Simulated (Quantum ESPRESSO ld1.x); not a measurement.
Problem. O0.7+, 7.3 electrons, occupied as 1s1.3 2s2 2p4 (fractional occupations, a model configuration). Method: non-relativistic Kohn-Sham, PBEsol, spin-unpolarised, spherical densities, point nucleus; computed with ld1.x of Quantum ESPRESSO 7.5. Some entries of the table are withheld. Estimate them.

orbital,occ.,eigenvalue (eV),<r> (bohr),<1/r> (bohr^-1)
1s,1.3,(1),(2),(3)
2s,2,-36.9611,(4),(5)
2p,4,(6),1.049,1.291

Solution. 
(1) 1s eigenvalue (eV): -568.352
(2) 1s <r> (bohr): 0.1949
(3) 1s <1/r> (bohr^-1): 7.776
(4) 2s <r> (bohr): 1.052
(5) 2s <1/r> (bohr^-1): 1.389
(6) 2p eigenvalue (eV): -22.0868
